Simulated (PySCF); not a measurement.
An equivalent PySCF input for F (fluorine, neutral), [He] 2s2 2p5, 2P determinant, with the non-relativistic Hamiltonian (point nucleus):

```python
from pyscf import gto, scf, dft, mp, cc
import basis_set_exchange as bse
mol = gto.M(atom="F 0 0 0", charge=0, spin=1, symmetry="D2h",
            basis=gto.basis.parse(bse.get_basis("aug-cc-pVDZ", elements=["F"], fmt="nwchem")))
mf = dft.UKS(mol, xc="LDA,VWN")
mf.irrep_nelec = {'Ag': (2, 2), 'B1u': (1, 1), 'B2u': (1, 1), 'B3u': (1, 0)}
mf.kernel()
```

It reaches the same state as the run whose output follows, with an energy that differs only through the grid. The run itself started from symmetry-adapted Hartree-Fock orbitals and held the occupation by maximum overlap, on a logarithmic radial grid, so the iterations belong to that start.

```
SCF conv_tol = 1e-09
number electrons alpha = 5  beta = 4
XC functionals = LDA,VWN
    P. A. M. Dirac.,  Math. Proc. Cambridge Philos. Soc. 26, 376 (1930)
    F. Bloch.,  Z. Phys. 57, 545 (1929)
    S. H. Vosko, L. Wilk, and M. Nusair.,  Can. J. Phys. 58, 1200 (1980)
cycle= 1 E= -99.0736636441459  delta_E= -0.00462  |g|= 0.0581  |ddm|= 0.175
cycle= 2 E= -99.0729380245188  delta_E= 0.000726  |g|= 0.0749  |ddm|= 0.15
cycle= 3 E= -99.0747774499129  delta_E= -0.00184  |g|= 0.000323  |ddm|= 0.0856
cycle= 4 E= -99.0747775070048  delta_E= -5.71e-08  |g|= 5.02e-05  |ddm|= 0.000592
cycle= 5 E= -99.0747775084762  delta_E= -1.47e-09  |g|= 3.65e-06  |ddm|= 0.000116
cycle= 6 E= -99.0747775084807  delta_E= -4.48e-12  |g|= 1.25e-07  |ddm|= 4.74e-06
converged SCF energy = -99.0747775084807  <S^2> = 0.75129127  2S+1 = 2.0012908
```
